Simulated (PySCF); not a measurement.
**How methods differ on the fine-structure interval of Tm⁵²⁺**

Tm⁵²⁺ [Ne] 3s2 3p5 [3p1/2^2 3p3/2^3, M_J = 3/2] → Tm⁵²⁺ [Ne] 3s2 3p5 [3p1/2^1 3p3/2^4, M_J = 1/2], as a difference of total energies. Calculation: PySCF 2.14, in an even-tempered Gaussian basis (18 s from 14 bohr⁻², ratio 2.4; 14 p from 18 bohr⁻², ratio 2.4; 4 d from 68 bohr⁻², ratio 2.6; 4 f from 100 bohr⁻², ratio 2.6); the two-component X2C-1e Hamiltonian. Correlated levels: 1s2 frozen; the 52 highest virtual spinors dropped. "Screened" scales the spin-orbit matrix elements by Boettger's factors to mimic the two-electron term; Breit and QED terms are absent.

| method | fine-structure interval (cm⁻¹) |
| --- | --- |
| GHF (screened spin-orbit) | 2038100 |
| GMP2 (screened spin-orbit) | 2039000 |
| GHF (bare spin-orbit) | 2104600 |
